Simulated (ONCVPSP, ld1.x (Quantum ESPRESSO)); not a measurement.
# Potentials for gallium (Ga) compared

Generated with ld1.x 7.5 (TM, RRKJ, ultrasoft, PAW), atompaw 4.2 or ONCVPSP 4.0.1. The cutoff is in Ry: for ld1.x and atompaw files where the sum of valence levels is converged to 10 mRy in a Bessel basis, for ONCV files where the hardest occupied wave has 1 mHa per electron of residual kinetic energy. The error is the largest all-electron minus pseudo excitation energy over each file’s own four to seven test configurations (ionisations up to +4, promotions, holes and added fractions of an electron), all of which were solved. The labels leave out finer settings (local radius, basis sizes, second energies), which also bear on the numbers. Spin-polarised tests are not counted. The rows are a selection from randomly drawn settings: files with unsolved tests, undetermined cutoffs or missed reference levels are left out.

A true bound ghost makes a file unfit for plane-wave use even where its test errors are small: the radial tests pick states by their node count and pass the ghost by.

| potential | cutoff (Ry) | largest error (meV) | bound ghosts |
| --- | --- | --- | --- |
| TM, PBE, non-relativistic, rc 1.35/2.50/2.30 (spd), local s, core correction no, reference 4s2 4p1 | 40 | +108 | p, d |
| TM, PBEsol, scalar-relativistic, rc 1.80/2.10/1.95 (spd), local s, core correction yes, reference 4s1 4p0 | 12 | -161 | d |
| ONCV, PBE, scalar-relativistic, rc 1.05/1.20/0.95 (spd), local smoothed, core correction yes, reference 3s2 3p6 3d10 4s1.5 4p1.5, qcut 14.6/12.5/14.5, projectors 2/2/3 | 207 | -1.1 | none |
| TM, PBEsol, scalar-relativistic, rc 2.10/2.55/1.10 (spd), local p, core correction yes, reference 3d10 4s2 4p1 | 230 | -749 | none |
| ONCV, PBE, fully relativistic, rc 1.30/0.95/0.90 (spd), local smoothed, core correction yes, reference 3s2 3p6 3d10 4s2, qcut 10.1/18.2/15.7, projectors 2/2/2 | 207 | -20 | none |

Q: Fill in the row for Ga: ONCV, LDA (Perdew-Zunger), scalar-relativistic, rc 1.30/1.00/1.25 (spd), local smoothed, core correction no, reference 3s2 3p6 3d10 4s1.5 4p1.5, qcut 7.9/11.7/13.1, projectors 3/2/2.

A: cutoff 136 Ry, largest error -0.7 meV, bound ghosts: none.
